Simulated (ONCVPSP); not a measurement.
## Configuration tests for Rb (Z = 37) (ONCV)

ONCVPSP 4.0.1 input, shortened (lines: element, Z, core and valence counts, functional; n l f; lmax; l rc ep ncon nbas qcut; lloc lpopt rc5 dvloc0; l nproj debl; icmod fcfact rcfact), LDA (Perdew-Wang 92), scalar-relativistic:

```
  Rb 37.00    6    3  -001012      upf
    1    0    2.00
    2    0    2.00
    2    1    6.00
    3    0    2.00
    3    1    6.00
    3    2   10.00
    4    0    2.00
    4    1    6.00
    5    0    1.00
    2
    0    2.25    0.00    4    7    4.80
    1    2.25    0.00    4    7    7.30
    2    1.90    0.06    5    9    6.40
    4    5    1.25    2.00
    0    2    3.60
    1    1    1.70
    2    1    0.90
    3    4.00    1.70
```

Energies are relative to the spin-unpolarised reference configuration 4s2 4p6 5s1; without spin polarisation the order of configurations can differ from experiment.

```
valence configuration  charge  ΔE all-electron (eV)  error AE − PS (meV)
          4s2 4p6 5s0      +1                 4.274                 -0.4
      4s2 4p6 5s0 5p1       0                 1.618                 +5.9
          4s1 4p6 5s1      +1                37.841                 -108
```

(1) What are ΔE and the potential's error for 4s2 4p6 5s0.5?

Answers

(1) ΔE = 1.658 eV all-electron; the error (AE − PS) is -0.1 meV.
